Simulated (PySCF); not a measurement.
GeCl₂, SMILES [Cl][Ge][Cl] (connectivity only; charge and spin as stated), neutral, multiplicity 1.

Geometry optimised at PBE0-D3(BJ)/def2-TZVP. The isomer is the one that the SMILES or the coordinates give; other isomers of the formula were not compared.

Two levels are set side by side: PBE/def2-TZVPD (PySCF) and B3LYP/def2-TZVPD (PySCF). Same geometry, gas phase. Differences are taken from unrounded values.

| quantity | B3LYP |
|---|---|
| orbital gap (eV) | 4.65 |
| highest occupied level (eV) | -7.98 |
| lowest empty level (eV) | -3.34 |
| dipole moment (D) | 2.03 |
| mean polarisability (bohr³) | 61.9 |

### Question
What does PBE give, and how far is it from B3LYP? (An estimate is asked for; the answer gives what the named calculation found.)

### Answer

| quantity | PBE | PBE minus B3LYP |
|---|---|---|
| orbital gap (eV) | 3.21 | -1.43 |
| highest occupied level (eV) | -7.07 | 0.91 |
| lowest empty level (eV) | -3.86 | -0.52 |
| dipole moment (D) | 1.84 | -0.19 |
| mean polarisability (bohr³) | 63.4 | 1.5 |

Without exact exchange PBE keeps part of each electron's self-repulsion, which lifts occupied levels and narrows the gap. Differences between two approximate levels are no errors against the true value.

Rough cost on one machine, each run with all the roots and properties that it gave: B3LYP against PBE within a factor of 2.
